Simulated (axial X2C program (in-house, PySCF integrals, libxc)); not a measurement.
# What spin–orbit coupling does to MgCr

All values were computed with an in-house all-electron X2C program for linear molecules (integrals from PySCF). Spin-free means the one-electron spin-free X2C Hamiltonian; two-component (2c) means X2C with spin–orbit coupling and atomic mean-field two-electron Coulomb and Gaunt terms, so the difference of the two also holds small scalar two-electron terms. Basis: Cr dyall-cv3z [9s10p6d3f2g], Mg dyall-cv3z [9s8p6d3f] (cores contracted in-house); Gaussian nuclei, density fitting, unrestricted open shells. Masses: Cr 51.941 u, Mg 23.985 u.

Spin-free state: M_S = 3, Λ = 0 (beyond evenly filled blocks: 2 × σα, π+α, π-α, δ+α, δ-α); fragments Cr + Mg.

| level | Re (Å) | ωe (cm⁻¹) | De (eV) | μ (D) |
| --- | --- | --- | --- | --- |
| PBE0 | 2.919 | 156.9 | 0.374 | -0.26 |
| MP2 | 3.004 | 125.9 | 0.157 | n/a |
| CCSD | 2.995 | 130.5 | 0.218 | n/a |
| CCSD(T) | 2.930 | 146.6 | 0.285 | n/a |
| BP86 | 2.858 | 172.8 | 0.475 | 0.03 |

Correlated methods: 8 electrons correlated (number of frozen shells: Cr 3 s, 2 p; Mg 2 s, 1 p), 308 virtual spin orbitals or spinors in MP2, 90 natural virtuals in coupled cluster.

Dipoles are positive if Mg is the positive end.

Two-component determinant lowest at the distance of the search:

Ω = 3 (⟨Sz⟩ = 3.00, ⟨Lz⟩ = 0.00 at HF); fragments Cr + Mg.

| level | Re (Å) | ωe (cm⁻¹) | De (eV) | μ (D) |
| --- | --- | --- | --- | --- |
| PBE0 | 2.920 | 156.7 | 0.373 | -0.26 |
| MP2 | 3.006 | 125.6 | 0.156 | n/a |
| CCSD | 2.997 | 130.2 | 0.217 | n/a |
| CCSD(T) | 2.931 | 146.2 | 0.284 | n/a |
| BP86 | 2.859 | 172.7 | 0.474 | 0.03 |

Q: From the two tables, how do the constants change at the CCSD(T) level (2c against spin-free)?

A: At the CCSD(T) level Re increases by 0.001 Å and ωe decreases by 0.4 cm⁻¹; De changes by -0.001 eV.

The state is a single determinant with fixed occupations, the lowest that a limited PBE0 search found. De is counted from the lowest determinant-based energies of the atoms at the same level, without counterpoise correction. Density functionals use the spin component along the axis (collinear). Coupled cluster ran in a truncated set of natural virtual spinors; the MP2 energy of the rest was added. (T) has no such correction and the atoms are truncated less, which lowers De at CCSD(T) by a hundredth of an eV or more. Other states lie close and PBE0, whose exact exchange favours high spin, may order them wrongly; the determinant shown need not be the ground state. The nearest other spin-free determinant of the search, M_S = 2, Λ = 0, lies 0.74 eV up at the distance of the search. With several unpaired electrons one determinant need not be a pure state. Open-shell Ω = 0 determinants with evenly filled partner blocks cannot be reached by this program, so the Ω shown need not be the lowest component.
